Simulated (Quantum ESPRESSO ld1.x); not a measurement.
Q: Radial electron density D(r) = 4 pi r^2 rho(r) of an atom or ion with 4 electrons. Calculated with ld1.x of Quantum ESPRESSO 7.5: scalar-relativistic Kohn-Sham, exchange-only LDA, spin-polarised, spherical densities, point nucleus.

```
   r/bohr * D(r) (the largest magnitude, 3.91, reaches the edge; | marks zero)
  0.03225 |    *
  0.03607 |     *
  0.04002 |      *
  0.04441 |        *
  0.04928 |         *
  0.05468 |           *
  0.06067 |             *
  0.06786 |               *
   0.0753 |                  *
  0.08355 |                     *
  0.09271 |                        *
   0.1029 |                            *
   0.1141 |                               *
   0.1267 |                                   *
   0.1417 |                                       *
   0.1572 |                                           *
   0.1744 |                                              *
   0.1935 |                                                 *
   0.2147 |                                                    *
   0.2383 |                                                     *
   0.2665 |                                                      *
   0.2957 |                                                     *
   0.3281 |                                                    *
   0.3641 |                                                 *
    0.404 |                                             *
   0.4483 |                                        *
   0.5014 |                                  *
   0.5564 |                            *
   0.6174 |                      *
    0.685 |                 *
   0.7601 |             *
   0.8434 |         *
   0.9434 |       *
    1.047 |      *
    1.161 |      *
    1.289 |       *
     1.43 |        *
    1.587 |         *
    1.761 |         *
    1.969 |          *
    2.185 |          *
    2.425 |         *
     2.69 |        *
    2.985 |       *
    3.313 |     *
    3.705 |    *
    4.111 |  *
    4.562 | *
    5.062 |*
    5.616 |*
    6.232 *
    6.971 *
    7.735 *
    8.582 *
    9.523 *
```

What is the nuclear charge?

A: Z = 4. The innermost maximum, from 1s, lies near gamma/Z bohr with gamma = sqrt(1 - (Z/c)^2) = 1.000, here 0.25 bohr (found: 0.267), and its height grows with Z. The density is that of neutral beryllium in [He] 2s2; the configuration itself is not fixed sharply by these data. D(r) has 2 maxima, at r = 0.267, 2.05 bohr, and minima at 1.12 bohr, inside which lie 2.06 electrons.
